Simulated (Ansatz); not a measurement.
Consider the silylene loss: `F[CH]([AlH2])[SiH2][SiH3]` → `F[CH]([AlH2])[SiH3]` + `[SiH2]`.

Program: Ansatz. Geometries: PBE0-D4/def2-TZVP. ΔE: electronic, gas phase. CCSD(T)/CBS is the MP2 limit (def2-TZVPP, def2-QZVPP) plus CCSD(T) − MP2 in def2-TZVPP, frozen cores. This one scheme is used for every species. DFT in def2-TZVPP. One conformer a species, not always the lowest.

| level | ΔE (eV) |
| --- | --- |
| ωB97X-V | 2.59 |
| B2PLYP | 2.38 |

(1) What does CCSD(T)/CBS give? (Estimate.)

Largest T1 diagnostic among the species: 0.014.

Answers

(1) Ansatz gave: +2.47 eV. The listed levels differ from it by 0.12, -0.09 eV.

The D4 term adds +0.16 eV with B3LYP and +0.09 eV with PBE0; it sums over pairs of atoms, weighted by their polarisabilities, and B3LYP, whose exchange is more repulsive, gets the larger term. In def2-TZVPP, CCSD(T) changes the Hartree–Fock value by +0.26 eV (the triples alone add +0.07 eV) and MP2 by +0.41 eV. From PBE to PBE0 (25 % exact exchange), in def2-TZVPP and without D4, ΔE moves by +0.06 eV.

B3LYP here is the variant with VWN-RPA as its local correlation; programs differ in this.
